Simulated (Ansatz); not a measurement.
Born–Oppenheimer molecular dynamics of CH$_{5}$FGeSSi (10 atoms, charge 0, multiplicity 1). It starts at the highest image of a converged band, a first-order saddle point between two minima.

Method: Ansatz 0.2.0, RKS PBE-D4/def2-SVP.

```json
{
  "ensemble": "NVE (velocity Verlet)",
  "time step": "0.5 fs",
  "steps asked": "200",
  "starting velocities drawn for": "100 K",
  "seed": "4594"
}
```

First frame:

```xyz
10
Properties=species:S:1:pos:R:3
F -0.886 0.463 2.741
Ge -0.892 -0.508 1.262
C 0.910 -0.394 0.416
Si 0.330 0.260 -1.271
S -1.540 1.159 -0.622
H -2.117 -0.461 0.197
H 1.440 0.397 0.986
H 1.487 -1.338 0.453
H 0.124 -0.893 -2.216
H 1.226 1.264 -1.944
```

Q: How far do the bonds stretch over the last three quarters of this one trajectory? (Pairs bonded in most of those frames.)

A: 
```
   bond  mean (Å)  spread (Å)  shortest  longest
 F1–Ge2     1.813       0.051      1.73     1.88
 Ge2–C3     2.106       0.100      1.96     2.25
 C3–Si4     1.858       0.015      1.83     1.88
  C3–H7     1.109       0.010      1.09     1.13
  C3–H8     1.111       0.012      1.09     1.13
 Si4–S5     2.233       0.071      2.10     2.31
 Si4–H9     1.506       0.016      1.48     1.53
Si4–H10     1.508       0.005      1.50     1.52
  S5–H6     1.386       0.073      1.27     1.50
```

Mean temperature of the second half: 592 K. The conserved energy stayed within 0.13 meV per atom of its start (net change 0.059 meV per atom), so the integration is sound. The system heated up, since it started high on the potential surface and ran downhill. A run of 0.1 ps of so small a system gives no equilibrium averages. The orbitals stay closed-shell, which can raise the energy where a bond breaks towards radicals; this wasn't checked here.

Time of the run: 6.9 min on 2 threads of AMD EPYC 7B13 (Zen 3), with other jobs on the host, peak memory 0.2 GiB.
